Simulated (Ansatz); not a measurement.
Consider the formal exchange of groups at the Al–O bond: `[OH][AlH][AlH2]` + `C[SiH3]` → `C[SiH2][AlH][AlH2]` + H₂O.

Gas-phase electronic energies from Ansatz, PBE0-D4/def2-TZVP geometries. CCSD(T)/CBS is the MP2 limit (def2-TZVPP, def2-QZVPP) plus CCSD(T) − MP2 in def2-TZVPP, frozen cores. This one scheme is used for every species. Functionals use def2-TZVPP. B3LYP here is the variant with VWN-RPA as its local correlation; programs differ in this. Each species was taken in one conformer, which may not be the lowest.

| level | ΔE (kJ/mol) | difference from CCSD(T)/CBS |
| --- | --- | --- |
| PBE0-D4 | 122.0 | -16.0 |
| r2SCAN0-D4 | 136.7 | -1.3 |
| BLYP | 147.4 | 9.4 |
| B3LYP | 148.5 | 10.5 |
| LC-ωPBE | 138.7 | 0.7 |
| CCSD(T)/def2-SVP | 144.6 | 6.6 |
| HF/def2-TZVPP | 160.2 | 22.2 |
| SCS-MP2/def2-TZVPP | 153.0 | 15.0 |
| CCSD/def2-TZVPP | 142.3 | 4.3 |
| MP2/CBS(def2) | 148.1 | 10.1 |
| CCSD(T)/CBS | 138.0 | 0 |

Problem. What do rigid-rotor, harmonic-oscillator terms from PBE0-D4/def2-TZVP frequencies (298.15 K, 1 bar) make of the CCSD(T)/CBS value? (Best estimate.)

Solution. Ansatz gave: ΔZPE = +1.0 kJ/mol, ΔH = +143.7 kJ/mol, ΔS = 12 J/(mol·K), ΔG = +140.2 kJ/mol. Modes under 50 cm⁻¹ make the entropy rough.

Largest T1 diagnostic among the species: 0.013.

At CCSD(T), def2-SVP lies +6.6 kJ/mol from the extrapolated value and def2-TZVPP +1.4 kJ/mol. From PBE to PBE0 (25 % exact exchange), in def2-TZVPP and without D4, ΔE moves by +3.1 kJ/mol.
